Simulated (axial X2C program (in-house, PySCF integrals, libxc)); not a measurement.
**Which molecule has these constants?**

All values come from calculations with an in-house all-electron X2C program for linear molecules (integrals from PySCF), spin-free (one-electron X2C) or two-component (2c: spin–orbit coupling with atomic mean-field Coulomb and Gaunt terms, which also bring small scalar terms), in Dyall basis sets with cores contracted in-house; open shells are unrestricted.

A two-component PBE0 calculation in a Dyall 3-zeta basis gave Re = 1.982 Å, ωe = 643.9 cm⁻¹, De = 3.22 eV, Ω = 0.

Question: Which molecule is it?
A. BiO⁻
B. SbO⁻
C. AsO⁻
D. NO⁻
E. PO⁻

Answer: A. The others have AsO⁻ 1.678 Å and 856.7 cm⁻¹ (Ω = 1); PO⁻ 1.543 Å and 1058.8 cm⁻¹ (Ω = 1); NO⁻ 1.246 Å and 1449.3 cm⁻¹ (Ω = 1); SbO⁻ 1.866 Å and 753.9 cm⁻¹ (Ω = 1).

Each entry is the lowest single determinant of a limited PBE0 search at one distance. De goes to single-determinant-based atoms at the same level (for ions the charge split of lowest energy) and is withheld (n/a) where an atom does not fit its ground term or J level. Main or longest-lived isotopes. One determinant is a doubtful description, or other states lie close, for BiO⁻, AsO⁻, PO⁻, NO⁻, SbO⁻; these need not be ground states, and all values refer to the states named. Some open-shell Ω = 0 determinants are out of reach, so the Ω given for AsO⁻, PO⁻, NO⁻, SbO⁻ need not be the lowest component. With several unpaired electrons the Ω given is that of one determinant, not necessarily of the lowest component. Some light 2c atoms are not at their ground J level, so De misses part of their lowering (0.04 eV or less). The functionals have no current term, which raises determinants with orbital currents.
